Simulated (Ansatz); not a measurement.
Molecule: sum formula FeBrCl, charge 0, multiplicity 5. The spin state was set by rule; other spins were not relaxed. 
Coordinates optimised at B3LYP-D3(BJ)/def2-TZVP (Ansatz, a first-principles code):
SMILES: [Cl][Fe][Br]
```xyz
3

Fe     0.0000     0.0000    -0.5612
Cl     0.0000     0.0000    -2.7056
Br     0.0000     0.0000     1.7310
```
Charge 0, spin multiplicity 5.

Basis-set convergence of Hartree-Fock and MP2 correlation energies (hartree) with Ansatz. Valence correlation only, unless marked. UHF or UKS for open shells. Spin-orbit coupling is left out. Frozen are the shells of the preceding noble gas and the d and f shells that filled before the atom's block. Non-relativistic.

```
basis        functions        E(HF)  E(corr, MP2)
-----------  ---------  -----------  ------------
def2-SVPD          102  -4293.89553      -0.38624
def2-TZVPPD        175          [?]           [?]
```

Task: Complete the blanks.

Result: 
- def2-TZVPPD, E(HF): -4294.52733
- def2-TZVPPD, E(corr, MP2): -0.53705
